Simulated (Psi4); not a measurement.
AlCl, charge -1, doublet, at a GFN2-xTB geometry (such geometries of metal compounds can be far from the true shape) (a state made from the parent by changing its charge; the spin is typed, not shown lowest) (a gas-phase anion, which may not be bound at this level).

The Psi4 input:
```
memory 2 GB

molecule {
-1 2
Al   -0.00000000   -0.00000000   -1.40501930
Cl    0.00000000    0.00000000    1.07442652
}

set {
  basis 6-31g*
  reference uhf
  puream false
}

energy('ccsd')
print_variables()
```

Q: What is the computed total energy (CCSD/6-31G* (Psi4))?

A: -701.642807 Ha

Q: Estimate the MP2 correlation energy that CCSD/6-31G* returns for this input.

A: -0.1849 Eh

Q: Give the coupled-cluster correlation energy (without the perturbative part) at the level CCSD/6-31G*.

A: -0.2085 Eh

Q: Give the number of basis functions at the level CCSD/6-31G*.

A: 38

A gas-phase anion may not be bound at this level; its values then depend on the basis.

These values belong to the state on which the SCF converged, which isn't shown to be the lowest.
